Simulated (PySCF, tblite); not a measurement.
Isomers of C2H6FN2Si2 (doublet state). Computed values, GFN2-xTB/tblite, gas phase, harmonic and unscaled. Against measured fundamentals such values can be off by several per cent, at times by over 20. Modes of hydrogen on silicon can be 10 to 20 % off. One conformer each. Open shells enter through the occupations alone, without spin polarisation, and single modes of such species can be off by tens of per cent.

Electronic energies: B3LYP/pcH-1 single points on the GFN2-xTB geometries (PySCF, gas phase).

```csv
SMILES,"electronic energy, lowest = 0 (kJ/mol)"
N#C[Si](N)[SiH2]CF,0.0
N#C[Si@@H](N)[SiH2][CH]F,35.1
N#C[Si@@H](N)[SiH]CF,19.2
N#C[Si@@H]([NH])[SiH2]CF,134.1
```

Task: How do GFN2-xTB zero-point energies change the relative energies?

Result: 
```tsv
SMILES	ZPE (kJ/mol)	of it from modes above 1550 cm⁻¹	electronic (kJ/mol)	with ZPE, lowest = 0 (kJ/mol)	lowest mode (cm⁻¹)	rings
N#C[Si](N)[SiH2]CF	207.7	117.0	0.0	0.0	34	0
N#C[Si@@H](N)[SiH]CF	207.1	117.2	19.2	18.6	28	0
N#C[Si@@H](N)[SiH2][CH]F	195.0	113.9	35.1	22.4	23	0
N#C[Si@@H]([NH])[SiH2]CF	196.5	110.5	134.1	122.9	25	0
```

The zero-point energies span 12.7 kJ/mol, from `N#C[Si@@H](N)[SiH2][CH]F` to `N#C[Si](N)[SiH2]CF`. The order is unchanged.

Task: And how do the electronic energies of GFN2-xTB itself compare?

Result: `N#C[Si](N)[SiH2]CF` 0.0; `N#C[Si@@H](N)[SiH]CF` 19.0; `N#C[Si@@H](N)[SiH2][CH]F` 77.3; `N#C[Si@@H]([NH])[SiH2]CF` 55.2 kJ/mol, lowest = 0. Against the energies above, taken from the same isomer `N#C[Si](N)[SiH2]CF`, the largest difference is 78.9 kJ/mol.

Task: What do entropy and thermal enthalpy add at 298.15 K and 1 bar (rigid rotor, harmonic oscillator, one conformer each)?

Result: 
```tsv
SMILES	point group	symmetry number	S (J/(mol K))	H − H(0) (kJ/mol)	ZPE + H − H(0) − TS (kJ/mol)
N#C[Si](N)[SiH2]CF	C1	1	443.1	31.30	106.9
N#C[Si@@H](N)[SiH]CF	C1	1	447.0	31.43	105.3
N#C[Si@@H]([NH])[SiH2]CF	C1	1	451.1	31.93	94.0
```

S holds R ln(2S + 1) for the spin.

Not tabulated: `N#C[Si@@H](N)[SiH2][CH]F` (lowest mode only 22 cm⁻¹).
